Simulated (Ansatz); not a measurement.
Zr(OH)Cl3 (ZrCl3OH). Charge 0, multiplicity 1. Geometry PBE-D4/def2-SVP.

Cartesian coordinates in Å:
```
Zr 0.228 0.211 0.265
O -0.829 -0.768 -0.962
H -1.370 -1.269 -1.589
Cl -0.100 -0.659 2.426
Cl -0.422 2.472 0.205
Cl 2.492 0.013 -0.343
```

In the def2 sets Zr takes a core potential; there is no spin–orbit coupling.

Question: Estimate the orbital energies around the gap (eV) in Ansatz with PBE-D4/def2-SVP, PBE-D4/def2-TZVP, PBE0-D4/def2-TZVPD, r2SCAN0-D4/def2-TZVP, ωB97X-V/def2-TZVP.

Answer: 
```csv
orbital,PBE-D4/def2-SVP,PBE-D4/def2-TZVP,PBE0-D4/def2-TZVPD,r2SCAN0-D4/def2-TZVP,ωB97X-V/def2-TZVP
HOMO−13,-19.85,-19.97,-22.56,-23.16,-25.41
HOMO−12,-19.85,-19.97,-22.56,-23.16,-25.41
HOMO−11,-13.28,-13.36,-15.24,-15.55,-17.87
HOMO−10,-9.40,-9.49,-11.17,-11.44,-13.80
HOMO−9,-9.40,-9.49,-11.17,-11.44,-13.80
HOMO−8,-9.35,-9.43,-10.94,-11.19,-13.39
HOMO−7,-8.99,-9.09,-10.63,-10.88,-13.11
HOMO−6,-8.99,-9.09,-10.62,-10.88,-13.11
HOMO−5,-8.37,-8.49,-9.99,-10.24,-12.49
HOMO−4,-8.37,-8.49,-9.99,-10.24,-12.49
HOMO−3,-8.29,-8.41,-9.88,-10.13,-12.38
HOMO−2,-7.89,-8.02,-9.47,-9.72,-11.87
HOMO−1,-7.89,-8.02,-9.47,-9.72,-11.87
HOMO,-7.79,-7.92,-9.33,-9.57,-11.69
LUMO,-2.66,-2.86,-2.15,-2.01,0.04
LUMO+1,-2.66,-2.86,-2.15,-2.01,0.04
LUMO+2,-1.68,-2.00,-1.27,-1.11,0.79
LUMO+3,-1.67,-1.89,-1.18,-1.05,0.96
LUMO+4,-1.67,-1.89,-1.18,-1.05,0.97
LUMO+5,-0.95,-1.05,-0.59,-0.06,1.12
```
